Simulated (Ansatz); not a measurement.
Be₄⁺, relaxed as a doublet with UKS PBE/def2-TZVP in Ansatz, starting from the GFN1-xTB geometry. Force threshold 0.02 eV/Å.

The structure comes from a short search, and lower isomers may exist.

Start:

```tsv
atom	x (Å)	y (Å)	z (Å)
Be1	0.367	-0.423	-1.289
Be2	1.248	-0.405	0.490
Be3	-1.246	0.407	-0.489
Be4	-0.369	0.420	1.289
```

```csv
step,energy (eV),largest force component (eV/Å),SCF passes
1,-1588.9050,0.751,125
2,-1589.0711,0.350,116
3,-1589.1225,0.163,159
4,-1589.1249,0.132,60
5,-1589.1314,0.016,52
```

Force components are those of the run's own axes.

End:

```xyz
4

Be    0.3972   -0.4544   -1.3911
Be    1.3510   -0.4409    0.5300
Be   -1.3514    0.4399   -0.5298
Be   -0.3968    0.4554    1.3909
```

By distances, no bond broke or formed. The bond that changes most is Be1–Be3, from 1.98 to 2.14 Å (atoms count from 1).

No frequencies were taken in this run, so the end may be a saddle point.

It took 8 s on 4 threads of Intel Xeon Platinum 8488C on a shared host.
